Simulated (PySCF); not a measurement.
Simulated outer-valence photoelectron spectrum of `s1nc(nc1Cl)F`. Level of theory: EOM-IP-CCSD/aug-cc-pVDZ in PySCF, restricted Hartree–Fock reference, frozen core, non-relativistic, gas phase, PBE0-D3(BJ)/def2-SVP geometry.

Each root has a Gaussian of 0.5 eV full width with its one-hole share as area; cross sections and vibrations are left out, and the highest printed point is 100.

```json
{"ionisation energy (eV)": "9.6", "intensity": "1"}
{"ionisation energy (eV)": "9.8", "intensity": "6"}
{"ionisation energy (eV)": "10.0", "intensity": "27"}
{"ionisation energy (eV)": "10.2", "intensity": "52"}
{"ionisation energy (eV)": "10.4", "intensity": "41"}
{"ionisation energy (eV)": "10.6", "intensity": "14"}
{"ionisation energy (eV)": "10.8", "intensity": "8"}
{"ionisation energy (eV)": "11.0", "intensity": "30"}
{"ionisation energy (eV)": "11.2", "intensity": "72"}
{"ionisation energy (eV)": "11.4", "intensity": "90"}
{"ionisation energy (eV)": "11.6", "intensity": "67"}
{"ionisation energy (eV)": "11.8", "intensity": "52"}
{"ionisation energy (eV)": "12.0", "intensity": "56"}
{"ionisation energy (eV)": "12.2", "intensity": "35"}
{"ionisation energy (eV)": "12.4", "intensity": "10"}
{"ionisation energy (eV)": "12.6", "intensity": "1"}
{"ionisation energy (eV)": "12.8", "intensity": "4"}
{"ionisation energy (eV)": "13.0", "intensity": "26"}
{"ionisation energy (eV)": "13.2", "intensity": "77"}
{"ionisation energy (eV)": "13.4", "intensity": "100"}
{"ionisation energy (eV)": "13.6", "intensity": "56"}
{"ionisation energy (eV)": "13.8", "intensity": "14"}
{"ionisation energy (eV)": "14.0", "intensity": "8"}
{"ionisation energy (eV)": "14.2", "intensity": "30"}
{"ionisation energy (eV)": "14.4", "intensity": "52"}
{"ionisation energy (eV)": "14.6", "intensity": "38"}
{"ionisation energy (eV)": "14.8", "intensity": "12"}
{"ionisation energy (eV)": "15.0", "intensity": "7"}
{"ionisation energy (eV)": "15.2", "intensity": "25"}
{"ionisation energy (eV)": "15.4", "intensity": "49"}
{"ionisation energy (eV)": "15.6", "intensity": "40"}
{"ionisation energy (eV)": "15.8", "intensity": "14"}
{"ionisation energy (eV)": "16.0", "intensity": "2"}
{"ionisation energy (eV)": "16.2", "intensity": "0"}
```

Where are the maxima, and how many lines lie under the curve?

6 maxima, at 10.2, 11.4, 12.0, 13.4, 14.4 and 15.5 eV, from 8 lines. At this width some lines have no maximum of their own.

List the lines with their holes.

```json
{"E (eV)": "10.25", "leading hole (HF orbital)": "HOMO", "area": "0.95", "Koopmans (eV)": "10.66"}
{"E (eV)": "11.25", "leading hole (HF orbital)": "HOMO-2", "area": "0.94", "Koopmans (eV)": "13.13"}
{"E (eV)": "11.48", "leading hole (HF orbital)": "HOMO-1", "area": "0.94", "Koopmans (eV)": "12.26"}
{"E (eV)": "12.01", "leading hole (HF orbital)": "HOMO-3", "area": "0.95", "Koopmans (eV)": "13.32"}
{"E (eV)": "13.31", "leading hole (HF orbital)": "HOMO-5", "area": "0.94", "Koopmans (eV)": "14.84"}
{"E (eV)": "13.41", "leading hole (HF orbital)": "HOMO-4", "area": "0.94", "Koopmans (eV)": "14.63"}
{"E (eV)": "14.43", "leading hole (HF orbital)": "HOMO-6", "area": "0.94", "Koopmans (eV)": "15.95"}
{"E (eV)": "15.45", "leading hole (HF orbital)": "HOMO-7", "area": "0.92", "Koopmans (eV)": "17.26"}
```

The widest gap, 1.30 eV, lies between 12.01 and 13.31 eV. Only orbitals with −ε under 21 eV, eight at most, were ionised, so the high end of the curve may lack lines.
